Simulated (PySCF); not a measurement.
## Identify the compound

The spectra below were simulated for a compound C5H10F2.

$^{1}$H NMR (300 MHz, computed): δ 5.48 (m, 1H), 0.97 (s, 9H).

$^{13}$C{$^{1}$H} NMR (computed): δ 129.7 (CH), 39.2 (C), 25.1 (CH3).

PySCF 2.14 calculation with B97-2/pcSseg-2 with gauge-including orbitals and structure optimised with PBE0-D3(BJ)/def2-TZVP; single conformer, rapidly exchanging positions averaged, relativity neglected, in vacuum.

Chemical shifts δ = σref − σ; $^{1}$H (σref 31.64) and $^{13}$C (σref 185.38) vs TMS, all at this level.

Propose a structure and justify it.

Results:


Rings plus π bonds: 0. 3 carbon signals for 5 carbons: some carbons are equivalent by symmetry or fast rotation. Carbon types of the structure: 1 × C, 1 × CH, 3 × CH3, which accounts for all hydrogens. δC 129.7: sp3 CH bonded to 2 F; 2 electronegative neighbours deshield it. δC 39.2: quaternary sp3 carbon; a saturated carbon with 4 carbon neighbours and no heteroatom attached. δC 25.1: methyl carbon; saturated and bonded to C and H only. δH 5.48: hydrogen on an sp3 CH bonded to 2 F; its carbon carries F, an electronegative neighbour. δH 0.97: hydrogen on a methyl carbon; far from electronegative atoms and π systems.

These data were computed for `InChI=1S/C5H10F2/c1-5(2,3)4(6)7/h4H,1-3H3`.

This is the structure that produced the data.

Splittings by $^{19}$F in the carbon and heteronuclear signals aren't shown, as no couplings were computed. Shifts are as computed. Against solution values, carbons near 30 ppm lie about +3 ppm off and those near 130 ppm about +7 ppm. Of 1309 compounds with measured shifts, 239 miss one by over three times the rms of a fit or turn the order of signals round; such compounds aren't used in these exercises. No couplings were computed; multiplicities are counted from neighbouring protons, with m where these are inequivalent, close in shift, in a saturated or five-membered ring or joined by F or P, and br s for small geminal =CH2 splittings.
